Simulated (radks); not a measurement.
Question: Coherent X-ray form factor from a spherical all-electron density. Calculated with a radial shooting solver on a logarithmic mesh with Libxc functionals: scalar-relativistic Kohn-Sham, PBE, spin-polarised, spherical densities, point nucleus.

sin(theta)/lambda (1/angstrom),f0 (electrons)
0.05,48.947
0.1,46.392
0.15,43.331
0.2,40.299
0.25,37.440
0.3,34.767
0.4,30.004
0.5,26.111
0.6,23.099
0.8,19.066
1,16.356
1.25,13.477
1.5,10.912
2,7.354

The species is in the configuration that NIST lists as its ground one. Which atom or ion scatters so?

Answer: Neutral tin, [Kr] 4d10 5s2 5p2. Extrapolating in s^2 from the first two rows gives f0(0) = 49.8, near the electron count 50; among species with that count, the fall with angle is slower the higher Z, and the table is that of Z = 50; from so few rows the species is fixed only to a neighbour or two.
